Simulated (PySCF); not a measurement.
# Broadened absorption spectrum of C2H9FSSi2

Species: C2H9FSSi2.
Geometry (GFN2-xTB, Å), atoms numbered from 1 in this order:
```
atom  x, y, z in Å
C1    -3.009   -0.033   -0.283
Si2   -1.584   -1.208    0.154
Si3    0.384   -0.083   -0.256
F4     0.479    1.237    0.686
S5     2.088   -1.280    0.289
C6     3.374    0.008    0.293
H7    -3.975   -0.504   -0.122
H8    -2.979    0.867    0.325
H9    -2.965    0.273   -1.324
H10   -1.733   -1.634    1.552
H11   -1.679   -2.406   -0.689
H12    0.712    0.531   -1.541
H13    3.503    0.397   -0.712
H14    4.290   -0.465    0.630
H15    3.089    0.801    0.976
```

Method: TDDFT wB97X-D/def2-SVPD, vertical, gas phase, core orbitals frozen in the response in PySCF.

Computed states:

```json
{"state": "S1", "E (eV)": "5.40", "f": "0.0089"}
{"state": "S2", "E (eV)": "5.90", "f": "0.010"}
{"state": "S3", "E (eV)": "6.35", "f": "0.018"}
{"state": "S4", "E (eV)": "6.68", "f": "0.032"}
{"state": "S5", "E (eV)": "7.08", "f": "0.014"}
{"state": "S6", "E (eV)": "7.14", "f": "0.062"}
{"state": "S7", "E (eV)": "7.24", "f": "0.042"}
{"state": "S8", "E (eV)": "7.34", "f": "0.056"}
```

Each state is given a Gaussian of 0.3 eV full width at half maximum, with ε(max) = 2.175×10⁸ f / Δν̃ (Δν̃ the width in cm⁻¹). The width is an assumption, not a result. The curve ends short of the highest state used, and states not computed would add to its high-energy end.

Question: What does the envelope look like, and where are its maxima?

Answer: 
| E (eV) | ε (L mol⁻¹ cm⁻¹) |
| --- | --- |
| 4.95 | 2 |
| 5.02 | 10 |
| 5.10 | 54 |
| 5.18 | 190 |
| 5.26 | 453 |
| 5.34 | 727 |
| 5.41 | 796 |
| 5.49 | 615 |
| 5.57 | 351 |
| 5.65 | 257 |
| 5.72 | 397 |
| 5.80 | 718 |
| 5.88 | 938 |
| 5.96 | 843 |
| 6.04 | 574 |
| 6.11 | 492 |
| 6.19 | 786 |
| 6.27 | 1351 |
| 6.35 | 1745 |
| 6.43 | 1807 |
| 6.50 | 1939 |
| 6.58 | 2478 |
| 6.66 | 2923 |
| 6.74 | 2602 |

Maxima: 230 nm (5.40 eV), ε about 800, made up of S1 (100%); 210 nm (5.90 eV), ε about 950, made up of S2 (100%); 186 nm (6.67 eV), ε about 2900, made up of S4 (97%) (ε in L mol⁻¹ cm⁻¹; maxima over ε = 5, shares over 10%).

Question: On this curve, what absorbance would a 10⁻⁵ mol/L sample give at 248 nm over a 1 cm path?

Answer: 248 nm is 4.999 eV, where ε is about 6.3 L mol⁻¹ cm⁻¹, so A = ε c l ≈ 6.3e-05 (Beer–Lambert, with the gas-phase spectrum and the assumed width).

Question: Coming from long wavelengths, where does ε first pass 100 L mol⁻¹ cm⁻¹?

Answer: At about 241 nm (5.14 eV), 0.26 eV below S1.

Question: Does any computed singlet lie in the visible range?

Answer: No computed singlet lies in the visible range (380 to 750 nm); the lowest, at 230 nm, stands 2.13 eV above its violet end (3.26 eV).

One conformer stands for the species.
